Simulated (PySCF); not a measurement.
H₅N₂O₂Ta, SMILES [NH2][Ta]([NH2])(=[O])[OH], multiplicity 1.

Geometry optimised at PBE0-D3(BJ)/def2-SVP. The multiplicity is an assumed one; other spin states were not compared. The def2 effective core potentials stand for the cores of Ta; spin–orbit coupling is left out. Other conformers were not sampled.

Level of theory: PBE/def2-TZVP in PySCF.

Symmetry labels are those of the subgroup Cs that the program uses (full group Cs).

Computed valence orbital energies around the gap with their symmetry:
```json
[
 {"orbital": "HOMO−7", "symmetry": "A\"", "energy (eV)": "-9.52"},
 {"orbital": "HOMO−6", "symmetry": "A'", "energy (eV)": "-8.44"},
 {"orbital": "HOMO−5", "symmetry": "A\"", "energy (eV)": "-8.07"},
 {"orbital": "HOMO−4", "symmetry": "A'", "energy (eV)": "-7.67"},
 {"orbital": "HOMO−3", "symmetry": "A'", "energy (eV)": "-7.38"},
 {"orbital": "HOMO−2", "symmetry": "A\"", "energy (eV)": "-7.35"},
 {"orbital": "HOMO−1", "symmetry": "A'", "energy (eV)": "-6.60"},
 {"orbital": "HOMO", "symmetry": "A\"", "energy (eV)": "-5.88"},
 {"orbital": "LUMO", "symmetry": "A\"", "energy (eV)": "-0.90"},
 {"orbital": "LUMO+1", "symmetry": "A'", "energy (eV)": "-0.78"},
 {"orbital": "LUMO+2", "symmetry": "A'", "energy (eV)": "-0.57"},
 {"orbital": "LUMO+3", "symmetry": "A'", "energy (eV)": "0.18"}
]
```
